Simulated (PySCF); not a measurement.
Rows and methods have been separated. Pair them.

Species: CH10BPSi2.
SMILES: `[SiH3]CBP[SiH3]`

The closed-shell ground state was solved 7 times with PySCF (density fitting, gas phase), always in the def2-SVPD basis (192 functions), with these functionals: B3LYP, BHandHLYP, HF, LC-wPBE, LDA, PBE0 and wB97X-D. One conformer (not necessarily the lowest) at the PBE0-D3(BJ)/def2-SVP geometry, without solvent, vibrations or thermal averaging.

| row | total energy (Eh) | HOMO (eV) | LUMO (eV) | dipole (D) |
| --- | --- | --- | --- | --- |
| P | -988.5127 | -7.24 | -1.52 | 1.26 |
| Q | -986.6541 | -9.58 | 1.78 | 1.39 |
| R | -984.6712 | -6.28 | -2.60 | 1.22 |
| S | -988.9319 | -8.14 | -0.52 | 1.26 |
| T | -989.0467 | -7.02 | -1.68 | 1.20 |
| U | -988.6441 | -9.76 | 0.61 | 1.34 |
| V | -988.9507 | -9.01 | 0.26 | 1.30 |

Question: Which functional belongs to which row?

Answer: P = PBE0, Q = HF, R = LDA, S = BHandHLYP, T = B3LYP, U = LC-wPBE, V = wB97X-D. By rising HOMO–LUMO gap: LDA (LDA) 3.68 eV; B3LYP (global hybrid, 20 % exact exchange) 5.34 eV; PBE0 (global hybrid, 25 % exact exchange) 5.72 eV; BHandHLYP (global hybrid, 50 % exact exchange) 7.62 eV; wB97X-D (range-separated hybrid) 9.27 eV; LC-wPBE (range-separated hybrid) 10.37 eV; HF (all exact exchange) 11.36 eV. Total energies of different functionals aren't bounds to one another; each is stationary for its own functional.

Conformer computed: `[SiH3:1][CH2:2][BH:3][PH:4][SiH3:5]`: Si1–C2–B3–P4 -85°, C2–B3–P4–Si5 -136°.

Note: wB97X-D ran without an empirical dispersion term, which enters the total energy and its gradient alone.
